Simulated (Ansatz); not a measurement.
Consider the ligand exchange at the Al–Br bond: `[OH][Al]([Br])[Br]` + NH₃ → `[NH2][Al]([OH])[Br]` + HBr.

Isolated molecules relaxed with PBE0-D4/def2-TZVP in Ansatz; ΔE leaves out vibrations. CCSD(T)/CBS adds triple-zeta CCSD(T) − MP2 to the extrapolated MP2 energy (def2 sets, frozen cores). This one scheme is used for every species. DFT in def2-TZVPP. B3LYP here is the variant with VWN-RPA as its local correlation; programs differ in this. For Br outer-core shells are correlated without core-valence functions, which leaves a few kJ/mol of doubt a bond. Scalar relativity is left out up to krypton. One conformer a species, not always the lowest.

Is it downhill or uphill in electronic energy at CCSD(T)/CBS, and by how much? (Estimate.)

Ansatz gave: Uphill: ΔE = +17.1 kcal/mol.

What do these levels give: PBE-D4, B3LYP-D4, BHLYP-D4, ωB97M-V, PBE, BLYP, CAM-B3LYP, CCSD/def2-SVP, CCSD(T)/def2-SVP, HF/def2-TZVPP, MP2/def2-QZVPP, SCS-MP2/def2-QZVPP? (Estimate.)

Computed: PBE-D4 17.0, B3LYP-D4 15.9, BHLYP-D4 16.9, ωB97M-V 16.4, PBE 16.8, BLYP 15.2, CAM-B3LYP 14.8, CCSD/def2-SVP 16.0, CCSD(T)/def2-SVP 16.1, HF/def2-TZVPP 17.6, MP2/def2-QZVPP 17.4, SCS-MP2/def2-QZVPP 16.7 kcal/mol.

What do rigid-rotor, harmonic-oscillator terms from PBE0-D4/def2-TZVP frequencies (298.15 K, 1 bar) make of the CCSD(T)/CBS value? (Estimate.)

Ansatz gave: ΔZPE = -2.6 kcal/mol, ΔH = +14.5 kcal/mol, ΔS = -3 J/(mol·K), ΔG = +14.7 kcal/mol.

Largest T1 diagnostic among the species: 0.009.

Leaving LDA and LC-ωPBE aside and taking each functional with its dispersion term where it has one, the values, not all of them listed here, spread over 2.7 kcal/mol, from CAM-B3LYP-D4 to HSE06-D4. LDA lies −1.9 kcal/mol from PBE without D4. At CCSD(T), def2-SVP lies −1.0 kcal/mol from the extrapolated value and def2-TZVPP −1.0 kcal/mol. From BLYP to BHLYP (50 % exact exchange), in def2-TZVPP and without D4, ΔE moves by +1.1 kcal/mol.
